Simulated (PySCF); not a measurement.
Static response to an electric field

Compound: C₄H₈F₃P.
Cartesian coordinates in Å at the GFN2-xTB level; atoms count from 1:
```
atom  x, y, z in Å
C1     2.2077   -0.0273   -0.4142
C2     0.8647   -0.7076   -0.1781
P3    -0.5337    0.3447   -0.8089
C4    -0.7339    1.5239    0.5962
C5    -1.8909   -0.8365   -0.2282
F6    -1.8968   -1.9650   -0.9518
F7    -1.7863   -1.2133    1.0599
F8    -3.1026   -0.2767   -0.3589
H9     2.2718    0.9089    0.1364
H10    2.3458    0.1871   -1.4718
H11    3.0192   -0.6727   -0.0852
H12    0.8294   -1.6533   -0.7274
H13    0.7210   -0.9178    0.8862
H14    0.0537    2.2721    0.5342
H15   -1.6940    2.0291    0.4956
H16   -0.6828    1.0133    1.5578
```

Level: PBE0/def2-SVPD (PySCF), static field, nuclei fixed, core orbitals frozen in the response. The polarisability tensor in these axes (au):

```
x   86.46 -0.32 -0.95
y   -0.32 76.42  3.11
z   -0.95  3.11 69.15
```

**Question.** What are the eigenvalues, a third of the trace, and Δα (Δα² = ½Σ(αi − αj)² over the three pairs)?

**Answer.** Principal values 67.97, 77.52 and 86.54 au; mean 77.34 au = 11.46 Å³ = 12.75 × 10⁻⁴⁰ C²·m²/J; Δα = 16.08 au (21 % of the mean).

**Question.** What is the dipole moment, and where does it point?

**Answer.** (2.38, 1.24, 0.83) D, 2.81 D in size, pointing from the negative to the positive side. Measured along this direction, the outermost atoms are F8 and F6 at the negative end and H9 at the positive end.

**Question.** In a dilute gas of rigid molecules at 298 K, how does the orientational term μ²/3kT compare with the electronic polarisability?

**Answer.** In Gaussian units μ²/3kT = 64.02 Å³ against 11.46 Å³, a ratio of 5.59; the Debye molar polarisation (4π/3)N_A(α + μ²/3kT) is 190.4 cm³/mol, leaving out the vibrational part.

**Question.** Rayleigh depolarisation ratio (linearly polarised light, static tensor)?

**Answer.** ρ = 3Δα²/(45ᾱ² + 4Δα²) = 776.1/(269174 + 1034.8) = 0.00287.

**Question.** Along which axes do the principal values lie, and how far do the nuclei extend along each?

**Answer.** Largest value along (1.00, -0.05, -0.06), where the nuclei span 6.10 Å; middle along (0.07, 0.94, 0.34), 4.61 Å; least along (0.04, -0.34, 0.94), 2.68 Å. The response follows the extents in order.

One conformer (not necessarily the lowest) at the GFN2-xTB geometry, without solvent, vibrations or thermal averaging.
